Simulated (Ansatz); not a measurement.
The first iterations of a band of AlF₂H₄NS (9 atoms, charge 0, multiplicity 1).

The calculation used RHF/6-31G* (Ansatz 0.2.0).

| Property | Result |
| --- | --- |
| movable images | 2 |
| climbing image | no |
| spring | 5.0 eV/Å² |
| optimiser | quadratic models (default) |
| start path | through a guess of the saddle point |
| force threshold | 0.03 eV/Å |
| iteration limit | 60 |
| end points | relaxed |

First end point:

```xyz
9
Properties=species:S:1:pos:R:3
Al -0.010 0.110 0.387
N 0.071 -0.442 2.073
H -0.708 -0.815 2.574
H 0.923 -0.701 2.527
F 1.375 0.153 -0.496
F -1.432 -0.055 -0.430
S -0.312 2.699 0.594
H -1.618 2.757 0.377
H -0.401 2.812 1.911
```

Last end point:

```xyz
9
Properties=species:S:1:pos:R:3
Al -0.113 0.645 0.194
N 0.020 0.169 2.173
H -0.749 -0.423 2.442
H 0.874 -0.338 2.338
F 1.359 0.065 -0.272
F -1.436 -0.264 -0.195
S -0.379 2.847 0.092
H -1.704 2.837 -0.022
H 0.016 0.980 2.768
```

| iteration | highest image above the first end (eV) | largest band force component (eV/Å) |
| --- | --- | --- |
| 1 | 1.542 | 4.343 |
| 2 | 0.526 | 2.053 |
| 3 | 0.610 | 3.637 |
| 4 | 0.255 | 0.465 |
| 5 | 0.232 | 0.572 |
| 6 | 0.207 | 0.450 |
| 7 | 0.190 | 0.275 |
| 8 | 0.163 | 0.217 |

**Question.** Does the band converge within its limit, and where does its top end?

**Answer.** The forces met the threshold. It ended after 25 iterations with the highest image 0.024 eV above the first end. Neighbouring images differ by up to 1.5 eV, so the band resolves the path poorly. No image climbed, so the highest image needn't sit at the top of the path. A band with more images between the same ends climbed to 0.65 eV, so this one has probably stepped over the top. So few images can step over the top or miss a turn of the path. The orbitals stay closed-shell, which can raise the energy where a bond breaks towards radicals; this wasn't checked here.

Run time: 2.8 min on 1 thread of Arm Neoverse N1, with other jobs on the host, peak memory 0.18 GiB.
